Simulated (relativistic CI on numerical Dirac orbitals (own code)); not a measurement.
# Slater and spin-orbit integrals, Ho

Method of calculation: Dirac-Coulomb-Breit CI, separate exchange-only KLI orbitals for each configuration, a model potential for QED, valence Slater integrals scaled by 0.85, P86 correlation energy added to each configuration (own radial code, finite nucleus).

Slater integrals F^k, G^k are unscaled and averaged over j, outside the closed core [Xe]; ζ comes from projecting the Hamiltonian with its Breit term on Σ l·s of the shell.

- 4f11.6s2: F^2(4f,4f) = 113890, F^4(4f,4f) = 70854, F^6(4f,4f) = 50813, ζ(4f) = 2053.6 cm⁻¹; <r>(4f) = 0.8474, <r^2>(4f) = 1.001 (bohr units).
- 4f10.6s2.5d: F^2(4f,4f) = 121920, F^4(4f,4f) = 76220, F^6(4f,4f) = 54761, ζ(4f) = 2153.9, F^2(4f,5d) = 18656, F^4(4f,5d) = 8599.5, G^1(4f,5d) = 8777.4, G^3(4f,5d) = 6724.6, G^5(4f,5d) = 5027.8, ζ(5d) = 597.59 cm⁻¹; <r>(4f) = 0.7919, <r^2>(4f) = 0.8267, <r>(5d) = 3.022, <r^2>(5d) = 11.67 (bohr units).
- 4f11.6s.6p: F^2(4f,4f) = 114150, F^4(4f,4f) = 71026, F^6(4f,4f) = 50938, ζ(4f) = 2042.5, G^3(4f,6s) = 2032.2, F^2(4f,6p) = 3484.1, G^2(4f,6p) = 854.74, G^4(4f,6p) = 744.54, G^1(6s,6p) = 21735, ζ(6p) = 990.15 cm⁻¹; <r>(4f) = 0.8438, <r^2>(4f) = 0.9825, <r>(6s) = 4.1, <r^2>(6s) = 19.25, <r>(6p) = 5.927, <r^2>(6p) = 40.33 (bohr units).

In this model ζ of a weakly bound d, f or g electron outside closed shells comes out too small, for d by up to a factor of two or three and at times with the wrong sign; that of an outer p electron is too small as well.

Correlation outside the listed configurations is missing or only estimated: errors of thousands of cm⁻¹ between configurations and terms are usual at this charge. Rates and lifetimes follow the computed energies and can be off by large factors. The fine structure of a lone outer electron comes out too small, for d and f at times inverted, and misplaced configurations move strength between like terms. 6 of the 26 excited levels that our extract of the measured tables holds in this range could be paired (the sources list more); they are missed by 6364 cm⁻¹ on average and 13271 at most, and levels without a partner can miss by more. Some levels of the ground configuration have no partner and can miss by 10 % or more. The computed lowest level isn't the tabulated ground level, which NIST ASD gives as 4f11 6s2 4I°15/2.

Averages of the first 7 configurations, taken without configuration mixing, which lowers the lowest level and can move excited configurations by several eV; other configurations of the list can lie among them:

```tsv
Configuration	Parity	States	Average energy above the lowest level (eV)
4f11.6s2	odd	364	5.6
4f10.6s2.5d	even	10010	6.6
4f11.6s.6p	even	4368	7.4
4f10.6s2.6p	odd	6006	7.6
4f11.6s.7s	odd	1456	9.0
4f12.6s	even	182	13.7
4f13	odd	14	25.8
```
